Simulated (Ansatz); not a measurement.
`FC1=C(F)C(F)C1` at its PBE0-D4/def2-TZVP geometry, where that method's forces vanish. Charge 0, multiplicity 1.

```json
{"atom": "F1", "x (Å)": "-0.451", "y (Å)": "0.405", "z (Å)": "-2.349"}
{"atom": "C2", "x (Å)": "-0.281", "y (Å)": "0.237", "z (Å)": "-1.058"}
{"atom": "C3", "x (Å)": "-0.679", "y (Å)": "0.888", "z (Å)": "0.031"}
{"atom": "F4", "x (Å)": "-1.432", "y (Å)": "1.936", "z (Å)": "0.277"}
{"atom": "C5", "x (Å)": "0.129", "y (Å)": "0.031", "z (Å)": "0.945"}
{"atom": "F6", "x (Å)": "-0.580", "y (Å)": "-0.702", "z (Å)": "1.865"}
{"atom": "C7", "x (Å)": "0.552", "y (Å)": "-0.768", "z (Å)": "-0.324"}
{"atom": "H8", "x (Å)": "0.951", "y (Å)": "0.522", "z (Å)": "1.472"}
{"atom": "H9", "x (Å)": "0.169", "y (Å)": "-1.789", "z (Å)": "-0.314"}
{"atom": "H10", "x (Å)": "1.622", "y (Å)": "-0.761", "z (Å)": "-0.544"}
```

(1) For each bond, give half the difference of the two atoms' forces along it (eV/Å; positive pushes the atoms apart) under PBE-D4, r2SCAN-D4, B3LYP-D4, ωB97M-V in def2-TZVPP. (Best estimate.)

Results:

(1) Computed: 
```
  bond  length (Å)  PBE-D4  r2SCAN-D4  B3LYP-D4  ωB97M-V
 F1–C2       1.313    0.40       0.23      0.33     0.32
 C2–C3       1.329    0.27       0.05     -0.22    -0.38
 C2–C7       1.497   -0.09       0.01      0.09     0.13
 C3–F4       1.315    0.38       0.22      0.35     0.34
 C3–C5       1.490   -0.16      -0.10     -0.04     0.02
 C5–F6       1.374    0.54       0.33      0.35     0.21
 C5–C7       1.558    0.08       0.13      0.19     0.13
 C5–H8       1.093    0.03      -0.12     -0.23    -0.22
 C7–H9       1.091    0.07      -0.07     -0.13    -0.15
C7–H10       1.092    0.04      -0.07     -0.13    -0.14
```

B3LYP here is the variant with VWN-RPA as its local correlation; programs differ in this.
